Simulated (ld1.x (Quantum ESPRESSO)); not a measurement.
Before and after: ultrasoft potential for vanadium (V)

V, ultrasoft, made with ld1.x (Quantum ESPRESSO) 7.5 (PBE, scalar-relativistic). Core [Ar], reference 3d3 4s2 4p0. Waves: 4s (bound): rcut 2.85, rcutus 3.05 bohr; 4s channel at 0.65 Ry: rcut 2.85, rcutus 3.05 bohr; 4p (bound, empty): rcut 2.75, rcutus 3.40 bohr; 4p channel at 3.25 Ry: rcut 2.75, rcutus 3.40 bohr; 3d (bound): rcut 1.55, rcutus 2.10 bohr; 3d channel at 0.05 Ry: rcut 1.55, rcutus 2.10 bohr. Local part: all-electron potential smoothed inside 3.40 bohr (lloc = -1). Core correction: none. Augmentation charge: PSQ, inside the norm-conserving radii.

Change: all radii scaled by about 0.96 (s 2.92, p 3.26, d 2.02 bohr, rcut 2.72/2.64/1.48); local potential all-electron potential smoothed inside 3.26 bohr (lloc = -1).

Cutoffs: the cutoffs (Ry, on a coarse ladder) from which the occupation-weighted sum of valence levels, in a spherical-Bessel basis at the reference potential, stays within 10 and 1 mRy of its value at 400 Ry; they do not see the model core or the augmentation charge, which bear on the density cutoff. Errors are all-electron minus pseudo energies relative to the spin-unpolarised reference configuration.

Question: How do hardness, ghosts and transferability respond?

Answer: The potential gets neither clearly harder nor softer (21 Ry and 35 Ry → 21 Ry and 35 Ry); of the 7 tests that both files solve, the error grows in 3 and shrinks in 0 by more than 15 % and 0.3 meV (median size 32.6 → 35.1 meV); neither file shows a bound ghost. That the errors move this way runs against the usual rule that smaller radii transfer better.

| quantity | base | changed |
| --- | --- | --- |
| cutoff, loose | 21 Ry | 21 Ry |
| cutoff, tight | 35 Ry | 35 Ry |
| loose cutoff by channel (10 mRy a level) | s 6 Ry, d 18 Ry | s 6 Ry, d 21 Ry |
| bound ghosts | none | none |
| error for 3d3 4s1 4p0, meV [ΔE 7.73 eV] | +5.8 | +7.4 |
| error for 3d3 4s0 4p0, meV [ΔE 22.03 eV] | +143 | +153 |
| error for 3d2 4s0 4p0, meV [ΔE 50.93 eV] | +222 | +206 |
| error for 3d3 4s1.5 4p0, meV [ΔE 3.09 eV] | +0.1 | +0.4 |
| error for 3d3 4s0 4p1, meV [ΔE 11.84 eV] | +33 | +35 |
| error for 3d4 4s1 4p0, meV [ΔE 0.59 eV] | -76 | -70 |
| error for 3d3 4s1 4p1, meV [ΔE 3.35 eV] | +2.9 | +3.7 |
| lowest overlap eigenvalue by channel | s 0.42, p 0.47, d 1.00 | s 0.42, p 0.46, d 1.00 |
